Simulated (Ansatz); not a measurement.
A structure relaxed at PBE0-D4/def2-SVP in Ansatz, charge 0, singlet:

```xyz
15

C     1.5745   -0.9545    0.2894
C     0.0864    1.9052    0.2773
C    -1.1872   -0.5930   -1.3097
Ge   -0.1392   -0.0213    0.2348
O    -1.0547   -0.3674    1.7395
H    -1.2338   -1.3047    1.8636
H     2.1817   -0.6925   -0.5908
H     1.4351   -2.0462    0.2927
H     2.1344   -0.6729    1.1934
H     0.6121    2.2584   -0.6223
H     0.6684    2.2010    1.1622
H    -0.8947    2.3995    0.3267
H    -2.1726   -0.1042   -1.3054
H    -1.3400   -1.6829   -1.3074
H    -0.6704   -0.3245   -2.2441
```

**Question.** Give its formula, name or SMILES and point group.

**Answer.** Ge(OH)Me3 (C3H10GeO). Point group Cs (tolerance 0.1 Å).

**Question.** Summarise the bond lengths by kind (pairs closer than 1.2 times the sum of covalent radii, bridged metal pairs left out).

**Answer.** 3 × C–Ge 1.94 to 1.95 Å; 1 × Ge–O 1.79 Å; 9 × C–H 1.10 Å; 1 × H–O 0.96 Å.
